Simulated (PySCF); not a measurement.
Input file for PySCF: D3(BJ) and D4 dispersion corrections on SiH4 (SMILES [SiH4]).

```python
from pyscf import gto
from pyscf.dispersion import dftd3, dftd4

mol = gto.M(
    atom='''
    Si   -0.08818245    0.04291296    3.73985581
    H     0.44017112   -1.26820586    3.30222162
    H    -1.44211096    0.24398247    3.17755643
    H     0.80904705    1.12090152    3.26807717
    H    -0.16014441    0.07524157    5.21861251
    ''',
    basis='def2-svp',
    charge=0, spin=0, verbose=0, max_memory=1800)
d3, d4 = {}, {}
for xc in ['hf', 'pbe', 'blyp', 'revpbe', 'tpss', 'r2scan', 'b3lyp', 'pbe0', 'bhlyp', 'camb3lyp', 'b2plyp']:
    d3[xc] = float(dftd3.DFTD3Dispersion(mol, xc=xc, version='d3bj', atm=False).get_dispersion()['energy'])
    print(f'D3(BJ) {xc:10s} {d3[xc]:14.8f} Eh')
for xc in ['hf', 'pbe', 'blyp', 'revpbe', 'tpss', 'r2scan', 'b3lyp', 'pbe0', 'bhlyp', 'camb3lyp', 'b2plyp']:
    d4[xc] = float(dftd4.DFTD4Dispersion(mol, xc={'camb3lyp': 'cam-b3lyp'}.get(xc, xc), atm=True).get_dispersion()['energy'])
    print(f'D4     {xc:10s} {d4[xc]:14.8f} Eh')
```

Program output:

```
D3(BJ) hf            -0.01884082 Eh
D3(BJ) pbe           -0.00179454 Eh
D3(BJ) blyp          -0.00389248 Eh
D3(BJ) revpbe        -0.00478838 Eh
D3(BJ) tpss          -0.00222054 Eh
D3(BJ) r2scan        -0.00044161 Eh
D3(BJ) b3lyp         -0.00316746 Eh
D3(BJ) pbe0          -0.00149484 Eh
D3(BJ) bhlyp         -0.00248269 Eh
D3(BJ) camb3lyp      -0.00129278 Eh
D3(BJ) b2plyp        -0.00143400 Eh
D4     hf            -0.00650876 Eh
D4     pbe           -0.00155591 Eh
D4     blyp          -0.00361759 Eh
D4     revpbe        -0.00568066 Eh
D4     tpss          -0.00211353 Eh
D4     r2scan        -0.00035150 Eh
D4     b3lyp         -0.00252341 Eh
D4     pbe0          -0.00127059 Eh
D4     bhlyp         -0.00174817 Eh
D4     camb3lyp      -0.00125536 Eh
D4     b2plyp        -0.00106620 Eh
```

The run finished.

Cost: about 0.05 core-seconds (a rough figure).
